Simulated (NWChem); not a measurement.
## Correlation energy of CCl

```
Cl
C 1 1.6758
```
Charge 0, spin multiplicity 2.

Program: NWChem. All single points use one geometry, from UPBE/def2-SVP, a minimum by its harmonic frequencies.

Basis set: STO-3G. Each correlation energy counts from its own Hartree-Fock reference.

The correlated methods keep 6 core orbitals frozen. This spin state was chosen for the runs; another may lie lower. The structure started from a generated list of species. The unpaired electrons of the parent sit in orbitals of symmetry b1 (C2v labels of the run); other states weren't searched. No SCF solution was tested for a lower state. Open-shell Hartree-Fock references start from PBE0 orbitals. No row is a measurement; the coupled-cluster row has its own basis-set and correlation limits.

Question: For the correlation energy, UMP2 gives -35.9 mHa and SCS-UMP2 gives -38.0 mHa. What do CCSD on UHF, CCSD[T] on UHF, CCSD(T) on UHF give?

Answer: CCSD on UHF: -51.8 mHa; CCSD[T] on UHF: -54.7 mHa; CCSD(T) on UHF: -54.2 mHa.
